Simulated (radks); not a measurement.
Spin polarisation of the 5p2 shell in Te2+. Start: [Kr] 4d10 5s2 5p(up 1, down 1); electrons of 5p are moved from spin down to spin up, other shells keep equal spins. Method: scalar-relativistic Kohn-Sham, PBE, spin-polarised, spherical densities, finite nucleus; Fermi nuclear charge, rms radius of each element as measured or else 0.836 A^(1/3) + 0.57 fm; computed with a radial shooting solver on a logarithmic mesh with Libxc functionals.

moment (Bohr magnetons),E - E(0) (eV),e(5p up) (eV),e(5p down) (eV),5s down minus up (eV),4d down minus up (eV),4p down minus up (eV)
0,0.000,-22.305,-22.305,0.000,0.000,0.000
0.5,-0.056,-22.520,-22.070,0.425,0.068,0.038
1,-0.225,-22.717,-21.816,0.852,0.137,0.075
1.5,-0.507,-22.896,-21.543,1.280,0.208,0.114
2,-0.901,-23.057,-21.253,1.708,0.280,0.153

At moment 2 the spin-polarisation energy is -0.901 eV and the 5p exchange splitting 1.805 eV, that is 0.902 eV per Bohr magneton; E = -I m^2/4 would give I = 0.901 eV.
